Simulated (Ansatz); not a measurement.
A thermochemical cycle in electronic energies (no zero-point or thermal terms), species as SMILES, kcal/mol. Geometries: B3LYP-D3(BJ)/def2-TZVP minima from Ansatz (an electronic-structure program), one conformer each, not searched for the lowest. Correlated levels leave the core frozen unless marked. Open shells are spin-unrestricted. No spin-orbit coupling. No relativistic terms. CBS marks a two-point X^-3 extrapolation of the correlation energy; Hartree-Fock from the larger set. The bracket is a focal-point correction in the basis named. Anions need diffuse functions, of which def2-TZVPD holds fewer than the aug- sets.

```
step                                                                          RI-MP2/CBS(aug-cc-pVTZ,aug-cc-pVQZ)+[CCSD(T)-MP2]/aug-cc-pVTZ (Ansatz)  wB97M-V/def2-TZVPD (Ansatz)
----------------------------------------------------------------------------  ----------------------------------------------------------------------  ---------------------------
electron affinity EA, positive where the anion is bound: [O]BO + e- → [O-]BO                                                                    67.1                         63.2
deprotonation energy A: OBO [boronic acid] → [O-]BO + H+                                                                                       369.4                        366.1
ionisation of the H atom at the same level, IE                                                                                                 313.7                        310.1
```

Q: Find the bond energy D: OBO [boronic acid] -> [O]BO + H atom.

A: Breaking the bond, ionising the H atom and attaching the electron to the radical add up to the deprotonation, A = D + IE - EA. At RI-MP2/CBS(aug-cc-pVTZ,aug-cc-pVQZ)+[CCSD(T)-MP2]/aug-cc-pVTZ: D = A - IE + EA = 369.4 - 313.7 + 67.1 = 122.8. At wB97M-V/def2-TZVPD: D = A - IE + EA = 366.1 - 310.1 + 63.2 = 119.2. The functional differs from the first level by -3.6 in D, -3.9 in EA and -3.3 in A; for EA and A the gap mixes functional and basis. The site is the one shown; other sites or isomers of the anion may lie lower.
